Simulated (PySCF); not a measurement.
C3H4N2OS.
Numbering: `[CH3:1][O:2][c:3]1[n:4][n:5][cH:6][s:7]1`

Geometry (GFN2-xTB, Å), atoms numbered from 1 in this order:
```xyz
11
C3H4N2OS angstrom
C     -2.0824   -0.0383    0.0283
O     -1.0111    0.6979    0.6028
C      0.1939    0.3071    0.2440
N      0.4835   -0.6550   -0.5611
N      1.7910   -0.8186   -0.7341
C      2.5092    0.0028   -0.0744
S      1.6023    1.1417    0.8944
H     -2.9930    0.4069    0.4212
H     -2.0537    0.0373   -1.0601
H     -2.0137   -1.0904    0.3106
H      3.5793    0.0111   -0.0976
```

Definitions: NICS(0) = −σiso at the ring centroid; NICS(1) = −σiso and NICS(1)zz = −σzz at ±1 Å along the ring normal z. Level: GIAO PBE0/pcSseg-1 (PySCF, non-relativistic, gas phase) on the GFN2-xTB geometry, one conformer.

Ring bond lengths (Å), with Mayer bond orders in brackets: C3–N4 1.288 (1.59), N4–N5 1.329 (1.17), N5–C6 1.275 (1.72), C6–S7 1.749 (1.08), S7–C3 1.762 (1.07).

What do the NICS probes read (ppm)?

```csv
ring,type,NICS(0),"NICS(1), two faces","NICS(1)zz, two faces",rms pucker (Å),"centre to ring atoms, mean (Å)"
C3–N4–N5–C6–S7,5-membered ring with 2 N and S; formal bonds all aromatic,-11.7,-10.7 / -10.7,-23.3 / -23.3,0.00,1.25
```

What do they say, and how far can they be read as aromaticity?

- C3–N4–N5–C6–S7: mean NICS(1)zz -23.3 ppm, shielded. For a flat ring without four-coordinate atoms the NICS criterion counts such a value as aromatic.

How equal are the bonds by HOMA? Use HOMA with the parameters of Krygowski (1993).

- C3–N4–N5–C6–S7: HOMA 0.65; the largest term is that of S7–C3, α(R − Ropt)² = 0.67.

How shielded are the nuclei of the rings and their hydrogens (means over atoms taken as equivalent)?

```tsv
atoms	environment	σ isotropic (ppm)
C3	aromatic carbon bearing oxygen	5.5
N4	pyridine-type nitrogen	-65.3
N5	pyridine-type nitrogen	-132.2
C6	aromatic CH next to a ring nitrogen	40.4
S7	thiophene-type sulfur	285.4
H11	aromatic hydrogen	23.71
```
